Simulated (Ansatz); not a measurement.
Energy needed to pull apart GaH2Br (SMILES [GaH2][Br]), closed shell, into free ground-state atoms, from the structure below (displaced at random from a GFN2-xTB minimum); no zero-point or spin–orbit terms; open-shell atoms are treated unrestricted, in their ground-state multiplicity.

Ga1  (-0.140, -0.065, -0.071)
Br2  (2.074, -0.413, 0.736)
H3  (-1.429, -1.079, 0.161)
H4  (-0.380, 1.020, -1.229)
(Å)

Ansatz 0.2.0; basis: def2-TZVPP; cores frozen in the correlated methods. Filled d shells of the heavier atoms are correlated. The def2 sets are not built for correlating such inner shells, so the correlated values are less sure here.

```json
{"method": "PBE-D4", "atomization energy (kcal/mol)": "?"}
{"method": "r2SCAN-D4", "atomization energy (kcal/mol)": "208.7"}
{"method": "PBE0-D4", "atomization energy (kcal/mol)": "203.3"}
{"method": "r2SCAN0-D4", "atomization energy (kcal/mol)": "206.3"}
{"method": "HSE06-D4", "atomization energy (kcal/mol)": "?"}
{"method": "wB97M-V", "atomization energy (kcal/mol)": "203.6"}
{"method": "HF", "atomization energy (kcal/mol)": "155.8"}
{"method": "MP2", "atomization energy (kcal/mol)": "205.1"}
{"method": "CCSD", "atomization energy (kcal/mol)": "203.0"}
{"method": "CCSD(T)", "atomization energy (kcal/mol)": "205.5"}
```

What does PBE-D4 give? (An estimate is asked for; the value comes from the calculation.)

The calculation gives: 203.7 kcal/mol, which is about 1.8 kcal/mol less than CCSD(T)/def2-TZVPP.

What does HSE06-D4 give? (Judge from chemistry; the value comes from the calculation.)

Computed: 203.5 kcal/mol, which is about 2.1 kcal/mol less than CCSD(T)/def2-TZVPP.

In triple zeta the MP2 and coupled-cluster atomization energies are still short of their basis limit by a few kcal/mol a bond, whereas those of the functionals are nearly converged, so these differences are not deviations from converged CCSD(T).

No T1 diagnostic of these runs exceeds 0.011.

For scale, one of the runs: CCSD(T)/def2-TZVPP forces, 124 basis functions (an equivalent command: `ansatz run in.yaml --threads 4`). Time: 50 s of wall clock on 4 CPU threads; the host was shared. Peak host memory: 0.86 GiB.
